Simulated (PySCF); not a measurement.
(NMe2)3Si-NH-SiH3

Geometry:
| atom | x (Å) | y (Å) | z (Å) |
| --- | --- | --- | --- |
| Si1 | 0.118 | -0.172 | 0.020 |
| N2 | 0.701 | -0.500 | 1.613 |
| C3 | 0.212 | -1.585 | 2.425 |
| C4 | 1.412 | 0.486 | 2.385 |
| N5 | -1.379 | 0.693 | 0.011 |
| C6 | -1.970 | 1.143 | -1.226 |
| C7 | -2.370 | 0.470 | 1.033 |
| N8 | 1.185 | 0.812 | -0.907 |
| C9 | 2.326 | 0.268 | -1.591 |
| C10 | 1.236 | 2.246 | -0.797 |
| N11 | 0.020 | -1.752 | -0.711 |
| Si12 | -0.957 | -2.278 | -2.027 |
| H13 | -0.428 | -1.224 | 3.240 |
| H14 | -0.362 | -2.270 | 1.809 |
| H15 | 1.052 | -2.126 | 2.876 |
| H16 | 0.762 | 0.970 | 3.125 |
| H17 | 1.809 | 1.247 | 1.723 |
| H18 | 2.242 | 0.014 | 2.922 |
| H19 | -2.501 | 2.086 | -1.061 |
| H20 | -2.685 | 0.411 | -1.622 |
| H21 | -1.189 | 1.297 | -1.963 |
| H22 | -2.957 | 1.381 | 1.184 |
| H23 | -1.879 | 0.212 | 1.965 |
| H24 | -3.061 | -0.340 | 0.766 |
| H25 | 2.434 | 0.738 | -2.574 |
| H26 | 3.255 | 0.437 | -1.030 |
| H27 | 2.188 | -0.800 | -1.728 |
| H28 | 1.241 | 2.703 | -1.794 |
| H29 | 2.143 | 2.579 | -0.275 |
| H30 | 0.367 | 2.599 | -0.251 |
| H31 | 0.716 | -2.403 | -0.390 |
| H32 | -0.516 | -3.645 | -2.317 |
| H33 | -0.793 | -1.418 | -3.203 |
| H34 | -2.372 | -2.280 | -1.630 |

Method: GIAO B3LYP/def2-SVP magnetisability, rotational g tensor and spin-rotation constants, non-relativistic, gas phase (PySCF 2.14.0). Geometry: GFN2-xTB.

Task: Give the nuclear spin-rotation constants along the inertial axes (H = +C I·J) beside the isotropic shieldings.

Result: Rotational constants 0.7165, 0.6018, 0.5532 GHz. A star marks the isotopologue with that one atom substituted, in its own axes.
```
atom  isotope  Caa (kHz)  Cbb (kHz)  Ccc (kHz)  mean (kHz)  σ (ppm)
  N2      14N      0.025      0.025      0.022       0.024    238.4
  N5      14N      0.027      0.025      0.019       0.024    240.1
  N8      14N      0.027      0.020      0.021       0.023    243.7
 N11      14N      0.026      0.022      0.011       0.020    255.3
 H13       1H     -0.053     -0.030     -0.029      -0.037     29.5
 H14       1H      0.025     -0.056     -0.059      -0.030     28.7
 H15       1H     -0.051     -0.067      0.002      -0.038     29.6
 H16       1H     -0.058     -0.035     -0.021      -0.038     29.6
 H17       1H     -0.071      0.020     -0.060      -0.037     29.3
 H18       1H     -0.050     -0.060     -0.005      -0.039     29.7
 H19       1H     -0.075     -0.062      0.018      -0.040     29.5
 H20       1H      0.003     -0.045     -0.057      -0.033     29.3
 H21       1H     -0.079      0.013     -0.041      -0.036     28.7
 H22       1H     -0.075     -0.066      0.020      -0.041     29.7
 H23       1H     -0.022     -0.046     -0.038      -0.035     29.4
 H24       1H     -0.003     -0.037     -0.059      -0.033     29.4
 H25       1H     -0.064      0.007     -0.056      -0.037     29.6
 H26       1H     -0.001     -0.062     -0.040      -0.034     29.6
 H27       1H     -0.036     -0.038     -0.029      -0.034     28.9
 H28       1H     -0.059      0.001     -0.051      -0.036     29.4
 H29       1H      0.003     -0.058     -0.046      -0.033     29.4
 H30       1H     -0.075     -0.031     -0.002      -0.036     28.6
 H31       1H     -0.078     -0.081     -0.004      -0.054     32.1
 H32       1H     -0.049     -0.053      0.012      -0.030     27.3
 H33       1H     -0.057      0.014     -0.040      -0.028     27.2
 H34       1H     -0.058     -0.016     -0.012      -0.028     27.2
 Si1    29Si*     -0.374     -0.306     -0.295      -0.325    442.5
  C3     13C*      0.138      0.079      0.095       0.104    152.2
Si12    29Si*     -0.311     -0.300     -0.290      -0.300    469.8
```
For the geometry as given, no vibrational averaging.
